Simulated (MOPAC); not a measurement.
A run for MOPAC: AM1 on CH5NO (a complex), monomers drawn apart or pushed together.

```
AM1 1SCF PRECISE CHARGE=0 THREADS=1
CH5NO

H     -0.31464169 1    -0.21504588 1     0.47386967 1
H      0.00558872 1    -0.00639791 1    -0.16753557 1
N      1.02868480 1     0.74950730 1     4.34531618 1
C     -0.04596648 1     0.03655072 1     4.76157781 1
O     -0.83738173 1    -0.51615754 1     4.03128449 1
H      1.20870006 1     0.84575121 1     3.35901241 1
H      1.64964837 1     1.18636258 1     5.00289427 1
H     -0.13213958 1     0.00769104 1     5.86312647 1
```

The log:

```
*******************************************************************************
 **                                                                           **
 **                              MOPAC v23.2.5                                **
 **                                                                           **
 *******************************************************************************
 ** MOPAC's Digital Object Identifier: https://doi.org/10.5281/zenodo.6511958 **
 **                                                                           **
 ** Please cite the open-source release paper for use of this MOPAC version:  **
 ** J. E. Moussa and J. J. P. Stewart (2026)                                  **
 ** MOPAC: An open-source semiempirical molecular orbital program             **
 ** J. Open Source Softw., 11(119), 8025, https://doi.org/10.21105/joss.08025 **
 *******************************************************************************

                              AM1 CALCULATION RESULTS

 *******************************************************************************
 *  AM1        - The AM1 Hamiltonian to be used
 *
 *
 *
 *                 CHARGE ON SYSTEM = 0
 *
 *
 *
 *  PRECISE    - TIGHTER CRITERIA TO BE USED
 *  1SCF       - DO 1 SCF AND THEN STOP
 *  THREADS=1  - MULTI-THREADING NOT USED
 *  T=         - A TIME OF 172800.0 SECONDS REQUESTED
 *  DUMP=N     - RESTART FILE WRITTEN EVERY 7200.0 SECONDS REQUESTED
 *******************************************************************************
AM1 1SCF PRECISE CHARGE=0 THREADS=1
 CH5NO

   ATOM   CHEMICAL          X               Y               Z
  NUMBER   SYMBOL      (ANGSTROMS)     (ANGSTROMS)     (ANGSTROMS)

     1       H         -0.31464169  *  -0.21504588  *   0.47386967  *
     2       H          0.00558872  *  -0.00639791  *  -0.16753557  *
     3       N          1.02868480  *   0.74950730  *   4.34531618  *
     4       C         -0.04596648  *   0.03655072  *   4.76157781  *
     5       O         -0.83738173  *  -0.51615754  *   4.03128449  *
     6       H          1.20870006  *   0.84575121  *   3.35901241  *
     7       H          1.64964837  *   1.18636258  *   5.00289427  *
     8       H         -0.13213958  *   0.00769104  *   5.86312647  *



          CARTESIAN COORDINATES

    NO.       ATOM           X           Y           Z

     1         H         -0.3146     -0.2150      0.4739
     2         H          0.0056     -0.0064     -0.1675
     3         N          1.0287      0.7495      4.3453
     4         C         -0.0460      0.0366      4.7616
     5         O         -0.8374     -0.5162      4.0313
     6         H          1.2087      0.8458      3.3590
     7         H          1.6496      1.1864      5.0029
     8         H         -0.1321      0.0077      5.8631

  H: (AM1): M.J.S. DEWAR ET AL, J. AM. CHEM. SOC. 107 3902-3909 (1985)
  C: (AM1): M.J.S. DEWAR ET AL, J. AM. CHEM. SOC. 107 3902-3909 (1985)
  N: (AM1): M.J.S. DEWAR ET AL, J. AM. CHEM. SOC. 107 3902-3909 (1985)
  O: (AM1): M.J.S. DEWAR ET AL, J. AM. CHEM. SOC. 107 3902-3909 (1985)

           Empirical Formula: C H5 N O  =     8 atoms



      MOLECULAR POINT GROUP   :   Cs


      RHF CALCULATION, NO. OF DOUBLY OCCUPIED LEVELS = 10


 -------------------------------------------------------------------------------
 AM1 1SCF PRECISE CHARGE=0 THREADS=1
 CH5NO



     1SCF WAS SPECIFIED, SO BFGS WAS NOT USED
     SCF FIELD WAS ACHIEVED


                              AM1 CALCULATION
                                                       MOPAC v23.2.5 Linux




          FINAL HEAT OF FORMATION =        -46.04918 KCAL/MOL =    -192.66976 KJ/MOL


          COSMO AREA              =        102.49 SQUARE ANGSTROMS
          COSMO VOLUME            =         74.89 CUBIC ANGSTROMS

          IONIZATION POTENTIAL    =         10.715396 EV
          HOMO LUMO ENERGIES (EV) =        -10.715  1.760
          NO. OF FILLED LEVELS    =         10
          MOLECULAR WEIGHT        =         47.0566         POINT GROUP:  Cs

          MOLECULAR DIMENSIONS (Angstroms)

            Atom       Atom       Distance
            H     8    H     2     6.03225
            H     7    O     5     3.03054
            H     6    H     2     0.02143


          SCF CALCULATIONS        =          1





   ATOM   CHEMICAL          X               Y               Z
  NUMBER   SYMBOL      (ANGSTROMS)     (ANGSTROMS)     (ANGSTROMS)

     1       H         -0.31464169  *  -0.21504588  *   0.47386967  *
     2       H          0.00558872  *  -0.00639791  *  -0.16753557  *
     3       N          1.02868480  *   0.74950730  *   4.34531618  *
     4       C         -0.04596648  *   0.03655072  *   4.76157781  *
     5       O         -0.83738173  *  -0.51615754  *   4.03128449  *
     6       H          1.20870006  *   0.84575121  *   3.35901241  *
     7       H          1.64964837  *   1.18636258  *   5.00289427  *
     8       H         -0.13213958  *   0.00769104  *   5.86312647  *

                             CARTESIAN COORDINATES

   1    H       -0.314641690    -0.215045880     0.473869670
   2    H        0.005588720    -0.006397910    -0.167535570
   3    N        1.028684800     0.749507300     4.345316180
   4    C       -0.045966480     0.036550720     4.761577810
   5    O       -0.837381730    -0.516157540     4.031284490
   6    H        1.208700060     0.845751210     3.359012410
   7    H        1.649648370     1.186362580     5.002894270
   8    H       -0.132139580     0.007691040     5.863126470


           Empirical Formula: C H5 N O  =     8 atoms



      MOLECULAR POINT GROUP   :   Cs


                  EIGENVALUES
 -39.50975 -34.38793 -23.34031 -18.89647 -17.32639 -15.15733 -14.85918 -14.27401
 -10.92759 -10.71540   1.76030   2.44018   3.76217   4.76306   5.33655   6.06645
   7.12448


              NET ATOMIC CHARGES AND DIPOLE CONTRIBUTIONS

  ATOM NO.   TYPE          CHARGE      No. of ELECS.   s-Pop       p-Pop
    1          H           0.010779        0.9892     0.98922
    2          H          -0.010759        1.0108     1.01076
    3          N          -0.460729        5.4607     1.46449     3.99623
    4          C           0.272250        3.7278     1.22315     2.50460
    5          O          -0.356671        6.3567     1.90765     4.44902
    6          H           0.221773        0.7782     0.77823
    7          H           0.226966        0.7730     0.77303
    8          H           0.096391        0.9036     0.90361
 DIPOLE           X         Y         Z       TOTAL
 POINT-CHG.     2.106     1.460     1.484     2.962
 HYBRID         0.536     0.365     0.056     0.651
 SUM            2.642     1.825     1.540     3.562


          ATOMIC ORBITAL ELECTRON POPULATIONS

     Atom    s        px        py        pz
    1  H   0.98922
    2  H   1.01076
    3  N   1.46449   1.30786   1.57048   1.11790
    4  C   1.22315   0.79613   0.77211   0.93636
    5  O   1.90765   1.40053   1.42265   1.62584
    6  H   0.77823
    7  H   0.77303
    8  H   0.90361

 **********************
 *                    *
 * JOB ENDED NORMALLY *
 *                    *
 **********************




 == MOPAC DONE ==
```

The run finished.

Cost: about 0.03 core-seconds (a rough figure).
